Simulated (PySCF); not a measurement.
**C(2+) (carbon, charge +2) across methods**

[He] 2s1 2p1, high-spin 3P determinant (an excited configuration). Computed with PySCF 2.14 in dyall-av2z (11s7p2d, 42 functions), with no relativity, point nucleus.

```json
{"method": "PBEsol", "E (hartree)": "-36.0910", "mean ε 1s β (eV)": "-304.84", "mean ε 2s α (eV)": "-41.274", "mean ε 2p α (eV)": "-33.104", "Σ⟨r²⟩ (bohr²)": "4.442", "⟨S²⟩": "2.000"}
{"method": "PBE", "E (hartree)": "-36.2541", "mean ε 1s β (eV)": "-306.23", "mean ε 2s α (eV)": "-41.422", "mean ε 2p α (eV)": "-33.361", "Σ⟨r²⟩ (bohr²)": "4.427", "⟨S²⟩": "2.000"}
{"method": "UHF", "E (hartree)": "-36.23640", "mean ε 1s β (eV)": "-340.91", "mean ε 2s α (eV)": "-49.529", "mean ε 2p α (eV)": "-41.397", "Σ⟨r²⟩ (bohr²)": "4.417", "⟨S²⟩": "2.000"}
{"method": "PBE0", "E (hartree)": "-36.2665", "mean ε 1s β (eV)": "-315.10", "mean ε 2s α (eV)": "-43.551", "mean ε 2p α (eV)": "-35.456", "Σ⟨r²⟩ (bohr²)": "4.417", "⟨S²⟩": "2.000"}
{"method": "M06", "E (hartree)": "-36.2951", "mean ε 1s β (eV)": "-315.77", "mean ε 2s α (eV)": "-43.251", "mean ε 2p α (eV)": "-35.059", "Σ⟨r²⟩ (bohr²)": "4.431", "⟨S²⟩": "2.000"}
{"method": "B3LYP", "E (hartree)": "-36.3070", "mean ε 1s β (eV)": "-313.89", "mean ε 2s α (eV)": "-43.015", "mean ε 2p α (eV)": "-35.018", "Σ⟨r²⟩ (bohr²)": "4.404", "⟨S²⟩": "2.000"}
{"method": "B97-3", "E (hartree)": "-36.3023", "mean ε 1s β (eV)": "-316.21", "mean ε 2s α (eV)": "-43.637", "mean ε 2p α (eV)": "-35.486", "Σ⟨r²⟩ (bohr²)": "4.405", "⟨S²⟩": "2.000"}
{"method": "LDA", "E (hartree)": "-35.9193", "mean ε 1s β (eV)": "-303.62", "mean ε 2s α (eV)": "-41.218", "mean ε 2p α (eV)": "-33.040", "Σ⟨r²⟩ (bohr²)": "4.463", "⟨S²⟩": "2.000"}
{"method": "r2SCAN", "E (hartree)": "-36.2997", "mean ε 1s β (eV)": "-310.10", "mean ε 2s α (eV)": "-42.046", "mean ε 2p α (eV)": "-33.977", "Σ⟨r²⟩ (bohr²)": "4.401", "⟨S²⟩": "2.000"}
```
